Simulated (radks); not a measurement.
The numbers below are computed, except where a source is named.
These are the eigenvalues of the occupied orbitals of an atom or ion with whole-number occupations (eV). Code: a radial shooting solver on a logarithmic mesh with Libxc functionals. Model: scalar-relativistic Kohn-Sham, LDA (Slater exchange, Perdew-Wang correlation), spin-polarised, spherical densities, finite nucleus; Fermi nuclear charge, rms radius of each element as measured or else 0.836 A^(1/3) + 0.57 fm.

1s up: -285.9579
1s down: -285.3285
2s up: -26.2999
2s down: -24.6128
2p up: -17.8188

Which element is it, and in what charge state? The configuration may be excited. Open shells, if any, are filled with parallel spins first.

Answer. Z = 6, carbon, charge +1: C+ in [He] 2s2 2p1. The list shows which subshells hold electrons but not how many an open one holds; the 1s level, -10.509 hartree, gives Z - s = 4.6 by -(Z - s)^2/2, which with screening and relativity narrows Z to a few neighbours, and the depths of the outer levels then fix element, charge and occupations together.
